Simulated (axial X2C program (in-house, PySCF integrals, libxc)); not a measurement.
Low determinants of RhO at the PBE0 level, scalar-relativistic

All values were computed with an in-house all-electron X2C program for linear molecules (integrals from PySCF). Spin-free means the one-electron spin-free X2C Hamiltonian. Basis: Rh dyall-cv3z [12s12p8d5f3g], O dyall-av3z [7s6p3d2f] (cores contracted in-house); Gaussian nuclei, density fitting, unrestricted open shells. Masses: Rh 102.906 u, O 15.995 u.

Search at 1.670 Å (vertical energies from the lowest determinant):

```
ΔE (eV)             state  electrons beyond evenly filled partner blocks  electrons in σ, π, δ, φ
   0.00  M_S = 3/2, Λ = 0                                   σα, π+α, π-α                23 22 8 0
   0.30  M_S = 1/2, Λ = 0                                   σβ, π+α, π-α                23 22 8 0
   1.03  M_S = 1/2, Λ = 1                                  π+α, π+β, π-α                22 23 8 0
   1.18  M_S = 3/2, Λ = 2                        π+α, π-α, δ+α, δ+β, δ-α                24 22 7 0
   1.32  M_S = 3/2, Λ = 3               σα, π+α, π+β, π-α, δ+α, δ+β, δ-α                23 23 7 0
   1.40  M_S = 3/2, Λ = 1               σα, π+α, π-α, π-β, δ+α, δ+β, δ-α                23 23 7 0
   1.41  M_S = 1/2, Λ = 1                                            π+α                24 21 8 0
```

Lowest determinant, M_S = 3/2, Λ = 0 (beyond evenly filled blocks: σα, π+α, π-α): Re = 1.689 Å, ωe = 867.4 cm⁻¹.

The determinant in row 2 of the search, M_S = 1/2, Λ = 0 (beyond evenly filled blocks: σβ, π+α, π-α), was followed along the bond at PBE0; measured from the minimum of the lowest determinant it gives:

Te = 0.294 eV (2373 cm⁻¹), Re = 1.691 Å, ωe = 886.4 cm⁻¹.

Task: Compare the bond of the determinant in row 2 with that of the lowest one.

Result: At PBE0 its Re is 0.002 Å longer and its force constant, which goes as ωe², is 1.04 times that of the lowest determinant. This determinant mixes spin states, so it has no term energy of its own.

The search compares states at one distance, so a state with another bond length can lie lower; it is not exhaustive and yields mostly the lowest determinant of each block pattern, so other components and higher states of one pattern are missing. These are energies of single determinants, not of spin-adapted states; PBE0 term energies can be off by some tenths of an eV, and the functional has no current term. The lowest determinant need not be the ground state where others lie within half an eV. Row 2 is spin-contaminated (⟨S²⟩ = 1.77 against 0.75), so its values are not those of a pure state.
